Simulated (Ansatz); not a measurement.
Relaxation of Cl6Mo (7 atoms, charge 0, multiplicity 1), to a largest force component of 0.02 eV/Å in at most 40 steps.

Method: RKS PBE/def2-SVP (Ansatz).

```xyz
7
Properties=species:S:1:pos:R:3
Mo 0.000 0.000 0.000
Cl 0.000 0.000 2.310
Cl 2.310 0.000 0.000
Cl 0.000 2.310 0.000
Cl -2.310 0.000 0.000
Cl 0.000 -2.310 0.000
Cl 0.000 0.000 -2.310
```

Task: Where does it end, and by what steps?

Result: The forces met the threshold. After 2 steps the energy has fallen by 0.003 eV; Cl2 moved furthest, 0.01 Å.

| step | energy less start (eV) | largest force component (eV/Å) | accepted |
| --- | --- | --- | --- |
| 0 | 0.0000 | 0.132 | yes |
| 1 | -0.0026 | 0.044 | yes |
| 2 | -0.0030 | 0.000 | yes |

```xyz
7
Properties=species:S:1:pos:R:3
Mo 0.000 0.000 0.000
Cl 0.000 0.000 2.318
Cl 2.318 0.000 0.000
Cl 0.000 2.318 0.000
Cl -2.318 0.000 0.000
Cl 0.000 -2.318 0.000
Cl 0.000 0.000 -2.318
```

Whether the end is a true minimum wasn't checked by a vibrational analysis.

Run time: 8.1 s on 4 threads of Arm Neoverse V2, on a shared host, peak memory 0.24 GiB.
